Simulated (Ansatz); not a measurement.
The multiplicity is imposed and other spin states were not computed.

Calculation: PBE-D3(BJ)/def2-SVP run with Ansatz (a quantum-chemistry and plane-wave program). No frequencies were computed at this level.

Ansatz 0.2 input:
```yaml
crystal:
  periodic: [false, false, false]
  atoms:
    - { symbol: Zn, position_ang: [-0.036748, -0.005216, 0.020593] }
    - { symbol: O, position_ang: [0.402728, 0.722626, -1.590706] }
    - { symbol: H, position_ang: [1.291736, 0.774939, -1.937363] }
basis:
  gaussian: { orbitals: def2-svp }
hamiltonian:
  xc: pbe
  dispersion: d3bj
relax:
  max_steps: 150
magnetization:
  spin_polarized: true
  initial_magnetization: 1
```

Output:

```
Functional definition: PBE
559 factors; their error is unknown
mean field evaluation 1: about -50455.2140 eV, gradient 4.9e1 eV
mean field evaluation 2: about -50312.5642 eV, gradient 1.4e2 eV
mean field evaluation 4: about -50462.7794 eV, gradient 1.8e1 eV
mean field evaluation 8: about -50463.8479 eV, gradient 1.4e-1 eV
mean field evaluation 16: about -50463.8208 eV, gradient 2.9e-5 eV
mean field evaluation 32: about -50463.8208 eV, gradient 2.9e-5 eV
mean field -50463.82080616 eV, -1854.5112090202 hartree, gradient 2.9e-5 eV, S^2 0.751836; 3 other end points of the search recorded, 0 dependent functions left out
reference -50463.82085122 eV, -1854.5112106762 hartree; 20, 19 occupied and 30, 31 virtual orbitals, 559 factors
relax step   1: F+E_penalty+E_count = -50463.84743950 eV  Δ(F+E_penalty+E_count) = +0.000e0 eV  max|allowed force component| = 1.266e0 eV/Å  Δτ_max = 0.0000 Å  (81 SCF iters, accepted)
these checks for a lower state are left out or cut short: starts, cluster_reference, orbital_swaps, neighbouring_geometries, increment
559 factors; their error is unknown
mean field -50463.85026273 eV, -1854.5122915292 hartree, gradient 4.2e-5 eV, S^2 0.751846; 0 other end points of the search recorded, 0 dependent functions left out
reference -50463.85030781 eV, -1854.5122931858 hartree; 20, 19 occupied and 30, 31 virtual orbitals, 559 factors
relax step   2: F+E_penalty+E_count = -50463.87686134 eV  Δ(F+E_penalty+E_count) = -2.942e-2 eV  max|allowed force component| = 4.793e-1 eV/Å  Δτ_max = 0.0239 Å  (26 SCF iters, accepted)
these checks for a lower state are left out or cut short: starts, cluster_reference, orbital_swaps, neighbouring_geometries, increment
559 factors; their error is unknown
mean field -50463.87777514 eV, -1854.5133025916 hartree, gradient 1.5e-5 eV, S^2 0.751902; 0 other end points of the search recorded, 0 dependent functions left out
reference -50463.87782039 eV, -1854.5133042546 hartree; 20, 19 occupied and 30, 31 virtual orbitals, 559 factors
relax step   3: F+E_penalty+E_count = -50463.90409604 eV  Δ(F+E_penalty+E_count) = -2.723e-2 eV  max|allowed force component| = 8.306e-1 eV/Å  Δτ_max = 0.0831 Å  (30 SCF iters, accepted)
these checks for a lower state are left out or cut short: starts, cluster_reference, orbital_swaps, neighbouring_geometries, increment
559 factors; their error is unknown
mean field -50463.88241571 eV, -1854.5134731292 hartree, gradient 5.2e-5 eV, S^2 0.752046; 0 other end points of the search recorded, 0 dependent functions left out
reference -50463.88246125 eV, -1854.5134748027 hartree; 20, 19 occupied and 30, 31 virtual orbitals, 559 factors
relax step   4: F+E_penalty+E_count = -50463.90889049 eV  Δ(F+E_penalty+E_count) = -4.794e-3 eV  max|allowed force component| = 3.516e-1 eV/Å  Δτ_max = 0.0263 Å  (28 SCF iters, accepted)
these checks for a lower state are left out or cut short: starts, cluster_reference, orbital_swaps, neighbouring_geometries, increment
559 factors; their error is unknown
mean field -50463.88725756 eV, -1854.5136510641 hartree, gradient 6.0e-5 eV, S^2 0.751941; 0 other end points of the search recorded, 0 dependent functions left out
reference -50463.88730295 eV, -1854.5136527322 hartree; 20, 19 occupied and 30, 31 virtual orbitals, 559 factors
relax step   5: F+E_penalty+E_count = -50463.91359315 eV  Δ(F+E_penalty+E_count) = -4.703e-3 eV  max|allowed force component| = 2.500e-2 eV/Å  Δτ_max = 0.0153 Å  (26 SCF iters, accepted)
these checks for a lower state are left out or cut short: starts, cluster_reference, orbital_swaps, neighbouring_geometries, increment
559 factors; their error is unknown
mean field -50463.88725461 eV, -1854.5136509555 hartree, gradient 2.6e-5 eV, S^2 0.751946; 0 other end points of the search recorded, 0 dependent functions left out
reference -50463.88730000 eV, -1854.5136526236 hartree; 20, 19 occupied and 30, 31 virtual orbitals, 559 factors
relax step   6: F+E_penalty+E_count = -50463.91360361 eV  Δ(F+E_penalty+E_count) = -1.046e-5 eV  max|allowed force component| = 6.431e-3 eV/Å  Δτ_max = 0.0010 Å  (21 SCF iters, accepted)
559 factors; their error is unknown
mean field evaluation 64: about -50463.9121 eV, gradient 3.5e-2 eV
mean field evaluation 96: about -50458.4111 eV, gradient 2.2e1 eV
mean field -50463.88725461 eV, -1854.5136509555 hartree, gradient 2.6e-5 eV, S^2 0.751946; 4 other end points of the search recorded, 0 dependent functions left out
reference -50463.88730000 eV, -1854.5136526236 hartree; 20, 19 occupied and 30, 31 virtual orbitals, 559 factors
Total energy: -50463.91364901 eV, -1854.5146209317 hartree
Atom 0 at     0.028258     0.002447    -0.012628 Å, force     0.000976     0.003007    -0.006431 eV/Å
Atom 1 at     0.334015     0.763297    -1.655632 Å, force     0.004538    -0.003402     0.005757 eV/Å
Atom 2 at     1.295443     0.726605    -1.839216 Å, force    -0.005513     0.000395     0.000674 eV/Å
Dipole moment:     0.193951    -0.177360     0.311589 e Å
```

Cost: about 12 core-seconds (a rough figure).
